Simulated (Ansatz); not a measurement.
Heat of formation of CsF (SMILES [F][Cs]) from total energies

The species is CsF (2 atoms), meant as a singlet with charge 0. SMILES: `[F][Cs]`. Geometry: the measured bond length.

```xyz
2

F     0.0000    0.0000    0.0000
Cs    0.0000    0.0000    2.3454
```

Total energies at BHLYP/LANL2DZ (core potential) (Ansatz 0.2.0); the atoms run unrestricted:

| species | state | energy (Eh) |
| --- | --- | --- |
| CsF | singlet | -119.661650 |
| F | doublet | -99.727168 |
| Cs | doublet | -19.821999 |

Harmonic wavenumbers at wB97M-V/def2-TZVPD, in cm⁻¹: 344.

Measured heats of formation of the gaseous atoms at 298.15 K, in kJ/mol: F 79.4, Cs 76.5. Spin-orbit lowering of the atoms at 298 K (mean of the ground term's levels less their thermal mean, from spectra), in kJ/mol: F 1.29. Take 1 Eh = 2625.50 kJ/mol, 1 cm⁻¹ = 0.0119627 kJ/mol, RT = 2.479 kJ/mol.

Task: Work out the heat of formation of the gas at 298 K.

Result: 
1. Electronic atomisation energy: (-99.727168) + (-19.821999) − (-119.661650) = 0.112483 Eh = 295.3 kJ/mol.
2. Zero-point energy: half the sum of the wavenumbers, 172 cm⁻¹ = 2.1 kJ/mol.
3. Thermal vibrational enthalpy, Σ hcν̃/(exp(hcν̃/kT) − 1): 1.0 kJ/mol. Translation, rotation and pV of a linear molecule: 3.5 RT = 8.7 kJ/mol.
4. The 2 free atoms carry 5/2 RT each: 12.4 kJ/mol.
5. Spin-orbit coupling lowers the free atoms by 1.29 = 1.3 kJ/mol.
6. Atomisation enthalpy at 298 K: 295.3 − 1.3 − 2.1 − 1.0 − 8.7 + 12.4 = 294.6 kJ/mol.
7. Sum of the atoms' heats of formation: 155.9 kJ/mol. Heat of formation: 155.9 − 294.6 = -138.7 kJ/mol.

No measured value is set beside it here. Hybrids with much exact exchange underbind. Anharmonicity and any spin-orbit splitting of the molecule are left out.
